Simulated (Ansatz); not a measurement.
Stepwise reaction of trichlorosilane with ammonia, as a gas-phase model of exchange steps in deposition or etching. ΔE in kJ/mol; ΔG adds harmonic PBE0-D4 terms to CCSD(T)/CBS, at 1 bar.

Calculated with Ansatz (gas phase, PBE0-D4/def2-TZVP geometries, no zero-point term in ΔE). CCSD(T)/CBS adds triple-zeta CCSD(T) − MP2 to the extrapolated MP2 energy (def2 sets, frozen cores). This one scheme is used for every species. Functionals use def2-TZVPP. B3LYP here is the variant with VWN-RPA as its local correlation; programs differ in this. Each species was taken in one conformer, which may not be the lowest.

```
step                                    reaction  PBE-D4  B3LYP-D4  ωB97M-V  CCSD(T)/CBS  ΔG(400 K)
   2  `N[SiH](Cl)Cl` + NH₃ → `N[SiH](N)Cl` + HCl    36.4      31.7     32.6         31.8       28.3
   3    `N[SiH](N)Cl` + NH₃ → `N[SiH](N)N` + HCl    54.5      51.1     51.5         50.5       45.3
```

Question: Give the row of step 1, `Cl[SiH](Cl)Cl` + NH₃ → `N[SiH](Cl)Cl` + HCl. (Estimate.)

Answer: The calculation gave: 
```csv
step,reaction,PBE-D4,B3LYP-D4,ωB97M-V,CCSD(T)/CBS,ΔG(400 K)
1,`Cl[SiH](Cl)Cl` + NH₃ → `N[SiH](Cl)Cl` + HCl,33.7,28.6,29.4,29.7,17.9
```

Question: By hand: ΔE of the 3 steps together at CCSD(T)/CBS.

Answer: (29.7) + (31.8) + (50.5) = 112.0 kJ/mol, or 37.3 kJ/mol a step.

In ΔE each step is higher than the one before. All are uphill at CCSD(T)/CBS. ΔG lies between 17.9 and 45.3 kJ/mol a step. PBE-D4 differs from CCSD(T)/CBS by 4.0 to 4.6 kJ/mol a step. Isolated molecules leave out the surface, adducts and barriers. Largest T1 diagnostic: 0.010.
